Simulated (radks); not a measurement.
Task: The mean radii <r> (bohr) of the occupied orbitals of an atom or ion are listed with their occupations. Calculated with a radial shooting solver on a logarithmic mesh with Libxc functionals: Dirac Kohn-Sham, BLYP, spin-unpolarised, spherical densities, point nucleus.

| orbital | occ. | <r> |
|---|---|---|
| 1s1/2 | 2 | 0.01773 |
| 2s1/2 | 2 | 0.07424 |
| 2p1/2 | 2 | 0.06130 |
| 2p3/2 | 4 | 0.06949 |
| 3s1/2 | 2 | 0.1933 |
| 3p1/2 | 2 | 0.1835 |
| 3p3/2 | 4 | 0.1986 |
| 3d3/2 | 4 | 0.1734 |
| 3d5/2 | 6 | 0.1781 |
| 4s1/2 | 2 | 0.4317 |
| 4p1/2 | 2 | 0.4357 |
| 4p3/2 | 4 | 0.4693 |
| 4d3/2 | 4 | 0.4825 |
| 4d5/2 | 6 | 0.4938 |
| 5s1/2 | 2 | 1.007 |
| 5p1/2 | 2 | 1.100 |
| 4f5/2 | 6 | 0.5528 |
| 4f7/2 | 8 | 0.5610 |
| 5p3/2 | 4 | 1.202 |
| 5d3/2 | 4 | 1.734 |
| 5d5/2 | 2 | 1.805 |
| 6s1/2 | 1 | 2.825 |
| 7s1/2 | 1 | 8.369 |

Name the element and its charge. Open shells, if any, fill j = l - 1/2 first.

Result: Z = 76, osmium, charge 0: Os in [Xe] 4f14 5d6 6s1 7s1. The 1s radius gives Z: for a bare nucleus <r> = (2 gamma + 1)/(2Z) with gamma = sqrt(1 - (Z/c)^2), 0.01753 bohr for Z = 76, and screening makes it slightly larger (0.01773 here). The occupations add up to 76, and the charge is Z minus that.
